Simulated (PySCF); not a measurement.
## From computed data to an observable: chemical shift, span and skew from a shielding tensor

Si(OSiH3)2(H)(F) (FH₇O₂Si₃), SMILES F[SiH](O[SiH3])O[SiH3]. Atoms are numbered in the order given.

```xyz
13

Si     0.2568     1.1774    -0.0338
F      0.0560     1.5327     1.5297
O      1.4915     0.1150    -0.1580
Si     1.9361    -1.4876    -0.0959
O     -1.1365     0.5245    -0.5834
Si    -2.3386    -0.5938    -0.3077
H      0.5704     2.4104    -0.7693
H      0.8500    -2.3335    -0.6771
H      2.1731    -1.8955     1.3183
H      3.1841    -1.6564    -0.8891
H     -3.5673     0.1040     0.1647
H     -1.8944    -1.5779     0.7245
H     -2.6208    -1.3051    -1.5854
```
Charge 0, spin multiplicity 1.

The structure is a stationary point at PBE0-D3(BJ)/def2-SVP. The values are those of a single conformer.

GIAO shieldings from PBE/pcSseg-1 run with PySCF, non-relativistic, no solvent. The symmetric part of the tensor of Si1 has the principal values 398.3, 406.5, 412.5 ppm. The same nucleus in TMS has σ = 335.4 ppm at this level (PySCF, at its B3LYP-D3(BJ)/def2-TZVP geometry).

Question: Work out the isotropic shielding, the ²⁹Si shift against TMS, the span and the skew.

Answer: 
σ(iso) = (σ11 + σ22 + σ33)/3 = 405.8 ppm. δ = σ(ref) − σ(iso) = 335.4 − (405.8) = -70.4 ppm.
Span Ω = σ33 − σ11 = 14.2 ppm. Skew κ = 3(σ(iso) − σ22)/Ω = -0.15. Tumbling in solution averages the tensor to δ; in a static solid the shielding alone would spread this spin-1/2 line over Ω.
